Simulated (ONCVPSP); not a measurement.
# gold (Au): one change to an ONCV potential, before and after

* Element: Au (Z = 79)
* Generator: ONCVPSP 4.0.1
* Type: optimised norm-conserving Vanderbilt (ONCV)
* Functional: PW91
* Relativity: scalar-relativistic
* Frozen core: [Kr] 4d10
* Valence charge: 33
* Reference configuration: 4f14 5s2 5p6 5d10 6s1
* Partial waves: 5s+6s: rc 1.55 bohr, ncon 5, nbas 8, qcut 7.4 1/bohr, 2 projectors; 5p: rc 1.70 bohr, ncon 3, nbas 8, qcut 9.7 1/bohr, 2 projectors, debl 2.2 Ha; 5d: rc 2.35 bohr, ncon 4, nbas 9, qcut 7.9 1/bohr, 2 projectors, debl 3.9 Ha; 4f: rc 0.45 bohr, ncon 4, nbas 8, qcut 24.6 1/bohr, 2 projectors, debl 2.8 Ha
* Local potential: polynomial inside 0.40 bohr (lpopt 2, dvloc0 -1 Ha)
* Core correction: none

In the f channel the program set the typed energies aside and used -2.985, 0.250 Ha.

All-electron outer shells of the reference configuration (PW91, scalar-relativistic, ld1.x):

| shell | level (eV) | outermost node (bohr) | outermost maximum (bohr) |
| --- | --- | --- | --- |
| 4d | -325.99 | 0.20 | 0.41 |
| 5s | -108.48 | 0.48 | 0.84 |
| 4f | -81.24 | – | 0.37 |
| 5p | -59.86 | 0.52 | 0.96 |
| 5d | -6.94 | 0.56 | 1.21 |
| 6s | -5.83 | 1.11 | 2.32 |

Change: all radii scaled by about 1.21 (s 1.88, p 2.06, d 2.84, f 0.54 bohr); local potential polynomial inside 0.48 bohr (lpopt 2, dvloc0 -1 Ha).

Cutoffs: the cutoffs (Ha) at which the residual kinetic energy of the hardest occupied pseudo-wave falls to 1 and 0.1 mHa per electron; they do not see the model core or the augmentation charge, which bear on the density cutoff. Errors are all-electron minus pseudo energies relative to the spin-unpolarised reference configuration.

Task: What does the change do?

Result: The potential gets softer (1371 Ha and 1820 Ha → 844 Ha and 998 Ha); the bound ghosts move from d, p, s to p, s; the lowest positive-energy flag moves from s at 257.9 eV to d at 30.8 eV; of the 4 tests that both files solve, the error grows in 3 and shrinks in 0 by more than 15 % and 0.3 meV (median size 5.6 → 31.8 meV). A larger radius leaves more room for a smooth pseudo-wave, so fewer plane waves are needed. More of the atom is replaced by a form fitted at one configuration, so other configurations suffer.

```csv
quantity,base,changed
"cutoff, loose",1371 Ha,844 Ha
"cutoff, tight",1820 Ha,998 Ha
loose cutoff by channel,"s 26 Ha, p 25 Ha, d 18 Ha, f 1371 Ha","s 19 Ha, p 15 Ha, d 15 Ha, f 844 Ha"
bound ghosts,"s, p, d","s, p"
GHOST(+) flags under 300 eV,s at 257.9 eV,d at 30.8 eV
"largest miss of a reference level, eV",0.08,0.02
"error for 4f14 5s2 5p6 5d10 6s0, meV [ΔE 9.49 eV]",-3.9,-3.6
"error for 4f14 5s2 5p6 5d9 6s0, meV [ΔE 30.78 eV]",-7.3,-8.4
"error for 4f14 5s2 5p6 5d8 6s0, meV [ΔE 64.73 eV]",-3.3,+55
"error for 4f14 5s1 5p6 5d10 6s1, meV [ΔE 115.36 eV]",-255,-631
```

 A true bound ghost makes a file unfit for plane-wave use even where its test errors are small: the radial tests pick states by their node count and pass the ghost by.
